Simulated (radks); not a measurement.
Question: Radial electron density D(r) = 4 pi r^2 rho(r) of an atom or ion with 49 electrons. All-electron calculation, scalar-relativistic Kohn-Sham, Slater X-alpha with alpha = 0.667, spin-polarised, spherical densities, point nucleus. Program: a radial shooting solver on a logarithmic mesh with Libxc functionals.

| r (bohr) | D(r) (e/bohr) | spin D(r) |
|---|---|---|
| 0.003454 | 13.91 | -0.000108 |
| 0.003989 | 17.17 | -0.000127 |
| 0.00457 | 20.79 | -0.000143 |
| 0.005278 | 25.21 | -0.000156 |
| 0.006096 | 30.22 | -0.000159 |
| 0.006984 | 35.45 | -0.000142 |
| 0.008066 | 41.36 | -0.0000884 |
| 0.009315 | 47.46 | 0.0000243 |
| 0.01067 | 53.10 | 0.000217 |
| 0.01232 | 58.55 | 0.000560 |
| 0.01423 | 63.02 | 0.00111 |
| 0.01631 | 65.95 | 0.00191 |
| 0.01883 | 67.34 | 0.00315 |
| 0.02175 | 66.89 | 0.00491 |
| 0.02492 | 65.01 | 0.00715 |
| 0.02878 | 62.16 | 0.0102 |
| 0.03324 | 59.55 | 0.0139 |
| 0.03808 | 58.51 | 0.0179 |
| 0.04397 | 60.06 | 0.0220 |
| 0.05079 | 64.81 | 0.0252 |
| 0.05818 | 71.65 | 0.0263 |
| 0.0672 | 79.57 | 0.0245 |
| 0.0776 | 85.43 | 0.0189 |
| 0.08891 | 86.75 | 0.0106 |
| 0.1027 | 82.68 | 0.000792 |
| 0.1186 | 74.44 | -0.00586 |
| 0.1359 | 66.27 | -0.00496 |
| 0.1569 | 61.37 | 0.00618 |
| 0.1812 | 62.54 | 0.0253 |
| 0.2076 | 67.62 | 0.0428 |
| 0.2398 | 72.09 | 0.0495 |
| 0.2769 | 70.09 | 0.0376 |
| 0.3172 | 60.44 | 0.0154 |
| 0.3664 | 45.21 | -0.000219 |
| 0.4231 | 31.29 | 0.0128 |
| 0.4847 | 24.10 | 0.0532 |
| 0.5598 | 23.27 | 0.101 |
| 0.6465 | 25.62 | 0.113 |
| 0.7407 | 26.53 | 0.0757 |
| 0.8554 | 23.97 | 0.00939 |
| 0.9879 | 18.65 | -0.0215 |
| 1.132 | 13.15 | 0.0337 |
| 1.307 | 8.480 | 0.189 |
| 1.51 | 5.450 | 0.394 |
| 1.73 | 3.733 | 0.554 |
| 1.997 | 2.554 | 0.619 |
| 2.307 | 1.665 | 0.554 |
| 2.643 | 0.9973 | 0.411 |
| 3.052 | 0.4923 | 0.242 |
| 3.525 | 0.1981 | 0.113 |
| 4.038 | 0.06764 | 0.0435 |
| 4.664 | 0.01679 | 0.0121 |
| 5.386 | 0.003103 | 0.00245 |
| 6.171 | 0.0004643 | 0.000394 |

What is the nuclear charge?

Answer: Z = 52. The innermost maximum, from 1s, lies near gamma/Z bohr with gamma = sqrt(1 - (Z/c)^2) = 0.925, here 0.0178 bohr (found: 0.0194), and its height grows with Z. The density is that of the tellurium ion Te3+ in [Kr] 4d10 5s2 5p1; the configuration itself is not fixed sharply by these data, and Z only to a few units. D(r) has 4 maxima, at r = 0.0194, 0.0861, 0.250, 0.723 bohr, and minima at 0.0381, 0.163, 0.529 bohr, inside which lie 1.99, 11.15, 28.98 electrons.
